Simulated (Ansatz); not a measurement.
System: C₃H₈BS (charge 0, doublet). It need not be the lowest isomer of its formula. 
Geometry from a B3LYP-D3(BJ)/def2-TZVP (Ansatz, a quantum-chemistry and plane-wave program) optimisation:
```xyz
13

C      1.9351    -0.8214    -0.1818
S      0.9797     0.5408     0.1978
B     -0.7592     0.0786    -0.0025
C     -1.1861    -1.3612    -0.4535
C     -1.7945     1.2149     0.3059
H      1.5003    -1.7613    -0.4816
H      3.0063    -0.7143    -0.1122
H     -0.8176    -2.1218     0.2426
H     -0.7596    -1.6152    -1.4294
H     -2.2695    -1.4704    -0.5241
H     -2.4808     0.8845     1.0939
H     -1.3624     2.1690     0.6099
H     -2.4230     1.3900    -0.5747
```
Charge 0, spin multiplicity 2.

Dipole moments at this geometry, in debye (magnitudes).

```
level                    program  dipole (D)
-----------------------  -------  ----------
SVWN5/def2-TZVPD          Ansatz        0.93
PBE/def2-TZVPD            Ansatz        0.92
revPBE/def2-TZVPD         Ansatz        0.93
r2SCAN/def2-TZVPD         Ansatz        1.06
B3LYP/def2-TZVPD          Ansatz        0.99
PBE0/def2-TZVPD           Ansatz        1.05
BHLYP/def2-TZVPD          Ansatz        1.13
r2SCANh/def2-TZVPD        Ansatz        1.09
r2SCAN0/def2-TZVPD        Ansatz        1.13
CAM-B3LYP/def2-TZVPD      Ansatz        1.07
wB97M-V/def2-TZVPD        Ansatz        1.03
wB97X-V/def2-TZVPD        Ansatz        1.13
CCSD(T)/aug-cc-pV(D+d)Z   Ansatz        0.97
```
